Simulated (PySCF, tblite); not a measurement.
Compound: C7H9FNP.
SMILES with atom numbers: `[CH3:1][P:2]([NH2:3])[c:4]1[cH:5][cH:6][cH:7][c:8]([F:9])[cH:10]1` (hydrogens: H11, H12, H13 on C1; H14, H15 on N3; H16 on C5; H17 on C6; H18 on C7; H19 on C10)

The geometry is computed with GFN2-xTB (gas phase).

(1) What internal coordinates does the optimisation give?

Results:

(1) 
```
                  bond  length (Å)     order
                 C1–P2       1.853    single
                 P2–N3       1.726    single
                 P2–C4       1.841    single
                 C4–C5       1.389  aromatic
                 C5–C6       1.383  aromatic
                 C6–C7       1.385  aromatic
                 C7–C8       1.383  aromatic
                 C8–F9       1.352    single
                C8–C10       1.381  aromatic
                C4–C10       1.389  aromatic
C1–H11, C1–H12, C1–H13       1.088    single
        N3–H14, N3–H15       1.016    single
                C5–H16       1.079    single
                C6–H17       1.080    single
                C7–H18       1.079    single
               C10–H19       1.080    single
```

Bonds in one row agree within 0.01 Å and their mean is given. Orders are formal, as drawn. A selection of angles:
```
    angle  degrees
 C1–P2–N3     96.1
 C1–P2–C4     96.3
 N3–P2–C4     98.0
 P2–C4–C5    123.1
P2–C4–C10    117.2
C5–C4–C10    119.7
 C4–C5–C6    120.3
 C5–C6–C7    120.5
 C6–C7–C8    118.5
 C7–C8–F9    119.0
C7–C8–C10    122.0
F9–C8–C10    119.0
C4–C10–C8    119.0
H14–N3–P2    110.1
H15–N3–P2    109.7
```

Torsions: C1–P2–C4–C5 81° (synclinal). The mirror-image conformer, all signs reversed, is as good.

N3 (nitrogen bonded to P and 2 H) is pyramidal (angles 110.1°, 109.7° and 107.2°, sum 327.0°, 0.40 Å off the plane of its three neighbours). P2 (three-coordinate phosphorus) is pyramidal (angles 98.0°, 96.3° and 96.1°, sum 290.5°, 0.91 Å off the plane of its three neighbours). The 6-membered ring C4–C5–C6–C7–C8–C10 has internal angles of 118.5° to 122.0°; it is planar, 0.00 Å rms from its mean plane, widest ring torsion 1°. Of the pairs four or more bonds apart, N3···H16 is among the closest relative to their van der Waals radii: 2.43 Å, 88 % of the sum of Bondi's values.

Point group: C1 (no symmetry element, even within 0.4 Å). Its GFN2-xTB frequencies are all real (lowest 29 cm⁻¹). The numbers are those of one conformer (C1–P2–N3–H -177° and 65°, C1–P2–C4–C5 81°).
